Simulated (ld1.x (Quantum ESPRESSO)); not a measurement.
**u(r) = r·R(r): atom against pseudo-atom (boron)**

Columns: radius, all-electron u(r) and pseudo u(r) of the 2p shell (level -3.81 eV) of boron in the configuration [He] 2s1.5 2p1.5; revPBE, scalar-relativistic, TM scheme, ld1.x (Quantum ESPRESSO) 7.5.

| r (bohr) | all-electron | pseudo |
| --- | --- | --- |
| 0.093 | 0.0240 | 0.0108 |
| 0.185 | 0.0770 | 0.0420 |
| 0.278 | 0.1430 | 0.0915 |
| 0.370 | 0.2112 | 0.1543 |
| 0.463 | 0.2780 | 0.2265 |
| 0.555 | 0.3391 | 0.3009 |
| 0.648 | 0.3947 | 0.3739 |
| 0.740 | 0.4431 | 0.4392 |
| 0.833 | 0.4859 | 0.4953 |
| 0.925 | 0.5227 | 0.5397 |
| 1.018 | 0.5542 | 0.5734 |
| 1.110 | 0.5795 | 0.5971 |
| 1.203 | 0.5995 | 0.6131 |
| 1.295 | 0.6141 | 0.6232 |
| 1.388 | 0.6241 | 0.6292 |
| 1.480 | 0.6299 | 0.6321 |
| 1.573 | 0.6319 | 0.6326 |
| 1.665 | 0.6306 | 0.6307 |
| 1.758 | 0.6265 | 0.6265 |
| 1.850 | 0.6199 | 0.6199 |
| 1.943 | 0.6112 | 0.6112 |
| 2.035 | 0.6009 | 0.6009 |
| 2.128 | 0.5890 | 0.5890 |
| 2.220 | 0.5760 | 0.5760 |
| 2.313 | 0.5620 | 0.5620 |
| 2.405 | 0.5474 | 0.5474 |

Q: How many radial nodes do the two functions have?

A: The all-electron 2p function has n − l − 1 = 0; the pseudo-wave has 0.

Q: At about which radius was the pseudo-wave matched?

A: 1.85 bohr. The columns agree to 0.0005 from 1.67 bohr on; several derivatives are matched, so the curves merge somewhat inside the radius.

Q: Where does each function peak?

A: Outermost all-electron maximum near 1.57 bohr, pseudo maximum near 1.57 bohr (to the table’s step).

Q: Is the pseudo-wave norm-conserving?

A: Yes: the TM scheme keeps the norm inside the radius equal to the all-electron one, which fixes the energy derivative of the logarithmic derivative at the level.
